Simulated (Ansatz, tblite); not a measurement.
Removing an electron: Ge19AsH36⁻. Charge -1, multiplicity 1. Geometry: PBE-D4/def2-SVP. Ansatz, gas phase; energy differences of separate SCF runs; the oxidised species was run as a doublet alone.

```xyz
56

Ge    3.824    2.061   -1.350
Ge    2.681    3.677    2.176
As   -0.058    3.117   -0.685
Ge    1.283    0.567   -4.138
Ge    1.748   -2.082   -0.895
Ge   -0.621   -2.635   -4.256
Ge   -1.232    3.552    3.193
Ge    0.226   -0.152    1.425
Ge   -3.278    0.395    3.540
Ge   -1.470   -0.660   -0.234
Ge   -1.182   -4.888   -0.912
Ge   -2.200   -3.447    2.528
Ge    3.300    1.898   -3.733
Ge    0.863    4.811    3.350
Ge    2.315    3.634   -0.243
Ge    1.502   -1.758   -3.366
Ge   -1.130   -4.853   -3.358
Ge   -0.946    1.115    3.252
Ge   -3.600   -2.001    3.918
Ge   -2.258   -2.953    0.127
H     5.265    2.623   -1.127
H     3.731    0.676   -0.657
H     4.033    4.403    2.467
H     2.811    2.233    2.740
H     0.079    3.567   -2.153
H    -0.479    4.538   -0.251
H     0.977    0.725   -5.668
H     0.126    1.324   -3.410
H     3.252   -1.521   -0.917
H     2.171   -3.617   -1.106
H    -0.687   -2.749   -5.816
H    -1.847   -1.755   -3.853
H    -1.978    3.991    1.898
H    -2.133    4.011    4.387
H     1.423    0.711    0.948
H     0.735   -1.399    2.197
H    -4.104    0.798    2.283
H    -3.930    1.146    4.746
H    -1.038   -0.370   -1.691
H    -2.729    0.236    0.063
H     0.238   -5.075   -0.318
H    -2.038   -6.115   -0.447
H    -0.738   -3.359    3.057
H    -2.666   -4.919    2.767
H     3.192    3.362   -4.273
H     4.531    1.267   -4.457
H     0.706    6.252    2.772
H     1.245    4.980    4.855
H     2.623    5.078   -0.761
H     2.537   -2.324   -4.415
H    -0.083   -5.911   -3.832
H    -2.519   -5.381   -3.849
H    -0.277    0.852    4.647
H    -3.322   -2.307    5.425
H    -5.098   -2.368    3.673
H    -3.775   -3.002   -0.265
```

The xTB rows come from tblite. Single mean-field runs in def2-TZVP are fitted with def2-universal-jkfit.

```tsv
level	−HOMO (eV)	vertical IE (eV)	−LUMO (eV)	HOMO–LUMO gap (eV)
GFN1-xTB	8.97	10.17	6.01	2.97
GFN2-xTB	6.74	8.41	3.70	3.04
PBE-D4/def2-TZVP	1.93	3.80	-0.53	2.46
r2SCAN-D4/def2-TZVP	2.07	3.78	-0.68	2.75
PBE0-D4/def2-TZVP	2.69	3.84	-1.23	3.92
```

  Raw xTB energy differences between charge states are shifted by several eV; the methods need an empirical correction for them.
